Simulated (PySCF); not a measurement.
C₂H₃Cl₂FSi, SMILES C=C(Cl)[Si@@H](F)Cl. The structure is a stationary point at B3LYP-D3(BJ)/def2-SVP. The structure was generated by enumeration; whether it is a known compound was not checked. The values are those of a single conformer.

Computed equilibrium geometry at B3LYP-D3(BJ)/def2-SVP (PySCF confirms it by a frequency run) as bond lengths and angles (one conformer of several):
Atoms: C1 C2 Cl3 Si4 F5 Cl6 H7 H8 H9. Bonded distances (Å): C1–C2 1.336, C1–H7 1.093, C1–H8 1.094, C2–Cl3 1.758, C2–Si4 1.863, Si4–F5 1.623, Si4–Cl6 2.058, Si4–H9 1.476. Bond angles (°): C2–C1–H7 119.3, C2–C1–H8 122.3, H7–C1–H8 118.4, C1–C2–Cl3 121.8, C1–C2–Si4 124.2, Cl3–C2–Si4 114.1, C2–Si4–F5 106.6, C2–Si4–Cl6 110.2, C2–Si4–H9 113.2, F5–Si4–Cl6 108.5, F5–Si4–H9 109.1, Cl6–Si4–H9 109.2.
